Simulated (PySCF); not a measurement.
`C[C@@H]1CS[SiH2]S1`. The geometry is computed with GFN2-xTB (gas phase).

```
atom  x, y, z in Å
C1    -1.5537   -0.6047    0.0929
C2    -0.6832    0.3167    0.9283
C3     0.0217    1.3795    0.1072
S4     1.2385    0.6677   -1.0574
Si5    1.9787   -0.8287    0.2850
S6     0.5614   -0.6502    1.8770
H7    -2.3569   -0.0366   -0.3734
H8    -0.9646   -1.0796   -0.6897
H9    -1.9889   -1.3789    0.7199
H10   -1.2873    0.8101    1.6950
H11    0.5534    2.0805    0.7513
H12   -0.6950    1.9277   -0.5040
H13    1.8862   -2.1169   -0.3788
H14    3.2889   -0.4871    0.8045
```

**Question.** Give the dihedral angles H8–C1–C2–H10, H7–C1–C2–S6, H10–C2–C3–H12.

**Answer.** H8–C1–C2–H10 178° (antiperiplanar); H7–C1–C2–S6 174° (antiperiplanar); H10–C2–C3–H12 -70° (synclinal). Dihedral signs follow IUPAC: positive where, seen along the central bond, the front bond turns clockwise onto the rear one.

**Question.** Work out the bond lengths C1–C2, C1–H8, C3–S4, C3–H11, C3–H12, Si5–H13, Si5–H14 in Å.

**Answer.** For C1–C2 the difference vector is (0.8705, 0.9214, 0.8354) Å, of length 1.5181 Å. C1–C2 1.518; C1–H8 1.089; C3–S4 1.829; C3–H11 1.090; C3–H12 1.090; Si5–H13 1.452; Si5–H14 1.450 Å.

**Question.** What is the repulsion energy of the bare nuclei, Σ ZA·ZB/RAB?

**Answer.** 462.63 Eh over 91 pairs, with full nuclear charges and distances in bohr; the largest single term is 55.42 Eh (Si5 with S6).

**Question.** How far are the heavy atoms from their best plane (unweighted least squares)?

**Answer.** 0.610 Å rms; C1 0.98, C2 0.39, C3 0.80, S4 0.26, Si5 0.42, S6 0.47 Å (magnitudes).

**Question.** How far apart are these pairs, which share no bond: C2···H11, C3···H14, Si5···H8, H7···H12, H9···H11, H9···H12, H12···H13?

**Answer.** C2···H11 2.161 Å (2 bonds apart); C3···H14 3.827 Å (3 bonds apart); Si5···H8 3.111 Å (4 bonds apart); H7···H12 2.576 Å (4 bonds apart); H9···H11 4.293 Å (4 bonds apart); H9···H12 3.756 Å (4 bonds apart); H12···H13 4.800 Å (4 bonds apart).

**Question.** Where is the centre of mass (commonest isotopes), and what is the radius of gyration?

**Answer.** Mass 135.984 u; centre at (0.623, -0.072, 0.366) Å; Rg = √(Σ m r²/M) = 1.753 Å. As Ia + Ib + Ic = 2 Σ m r², the three principal moments sum to 835.8 u·Å².

No frequency check. One conformer, not necessarily the lowest.
